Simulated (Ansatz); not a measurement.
# Molecular dynamics of AlClH₅NOSi

input.yaml

```yaml
crystal:
  periodic: [false, false, false]
  atoms:
    - { symbol: Al, position_ang: [0.025598, -0.02522, -0.070959] }
    - { symbol: "N", position_ang: [-0.199598, 0.053208, 1.609919] }
    - { symbol: H, position_ang: [-1.070353, -0.210995, 2.1075] }
    - { symbol: H, position_ang: [0.491437, 0.374967, 2.295259] }
    - { symbol: Cl, position_ang: [1.87776, 0.493977, -0.794462] }
    - { symbol: O, position_ang: [-1.156271, -0.416525, -1.179835] }
    - { symbol: Si, position_ang: [-2.509468, -1.308873, -0.706145] }
    - { symbol: H, position_ang: [-2.163518, -2.54077, -0.047831] }
    - { symbol: H, position_ang: [-3.374588, -0.57677, 0.188939] }
    - { symbol: H, position_ang: [-3.271831, -1.652717, -1.898464] }
basis:
  gaussian: { orbitals: STO-3G }
hamiltonian:
  xc: r2scan
  dispersion: d4
md:
  timestep: 0.5
  n_steps: 250
  ensemble: nvt_langevin
  temperature: 1500.0
  initial_velocities: maxwell_boltzmann
  seed: 916517
  friction: 0.05
```

Run as:

```bash
$ ansatz run input.yaml --threads 1 --pin off --max-ram 2048MiB --backend cpu --events-out ev --progress --plain --runs-dir out
```

It goes on from the last frame of an earlier run, with new velocities.

Output, in part (step lines, the closing report, with atoms numbered from 0):

```
md step     0: t =     0.00 fs  T =  1350.0 K  F+E_penalty+E_count = -30262.21246562 eV  E_kin = 1.745010 eV  (22 SCF iters)
[... lines left out ...]
Total energy: -30260.54150903 eV, -1112.0543891250 hartree
Atom 0 at     0.064867     0.004842    -0.260045 Å, force    -2.880139    -0.777170    -0.106434 eV/Å
Atom 1 at    -0.093124     0.594822     1.356784 Å, force    -1.328281    -0.796986     4.713986 eV/Å
Atom 2 at    -0.960552     0.163989     1.831079 Å, force     0.398643     0.688046    -0.725612 eV/Å
Atom 3 at     0.498122     0.739703     2.313881 Å, force    -0.669994    -0.347909    -3.736783 eV/Å
Atom 4 at     1.897309     0.587628    -0.789435 Å, force     2.124256     0.361232    -1.505348 eV/Å
Atom 5 at    -1.286321    -0.496651    -1.262144 Å, force     5.414700     2.014881     0.581983 eV/Å
Atom 6 at    -2.664158    -1.199301    -0.916087 Å, force    -3.648219     0.982205     3.949086 eV/Å
Atom 7 at    -2.738151    -2.596301    -0.775928 Å, force     0.539366    -1.306991     0.620812 eV/Å
Atom 8 at    -3.494709    -0.468208     0.212304 Å, force     1.603520    -1.345796    -1.148082 eV/Å
Atom 9 at    -3.523999    -0.989136    -1.939090 Å, force    -1.553853     0.528490    -2.643609 eV/Å
Dipole moment:    -0.315698    -0.415498     0.386731 e Å
```

The steps, from the saved trajectory:

```
time (fs)  T (K)  potential energy less start (eV)
        0   1350                             0.000
        4    560                             0.537
        8    676                             0.799
       12   1241                             0.646
       16   1124                             0.755
       20   1171                             0.798
       24   1458                             0.625
       28    912                             0.682
       32    734                             1.095
       36   1064                             0.994
       40   1208                             1.236
       44   1285                             1.295
       48   1252                             1.435
       52   1759                             1.197
       56   1533                             1.448
       60   1525                             1.035
       64   1178                             1.215
       68    999                             0.995
       72   1182                             0.980
       76   1331                             1.002
       80   1138                             0.585
       84   1002                             0.611
       88    693                             0.683
       92    804                             0.856
       96    776                             0.988
      100    851                             0.668
      104    548                             0.951
      108   1040                             0.556
      112   1038                             0.803
      116   1195                             1.326
      120   1703                             1.292
      124   1341                             1.567
```

The run went to its last step. The mean temperature of the second half is 31 % below the set value. A run of 0.12 ps of so small a system gives no equilibrium averages. Limits of this set-up: minimal basis.

The same pairs are bonded in the first frame and the last. Pairs count as bonded within 1.25 times the sum of covalent radii (0.12 Å more for H–H).

Last frame:

```xyz
10
Properties=species:S:1:pos:R:3
Al 0.065 0.005 -0.260
N -0.093 0.595 1.357
H -0.961 0.164 1.831
H 0.498 0.740 2.314
Cl 1.897 0.588 -0.789
O -1.286 -0.497 -1.262
Si -2.664 -1.199 -0.916
H -2.738 -2.596 -0.776
H -3.495 -0.468 0.212
H -3.524 -0.989 -1.939
```

Run time: 17 min on 1 thread of Arm Neoverse V1, with other jobs on the host, peak memory 0.12 GiB.
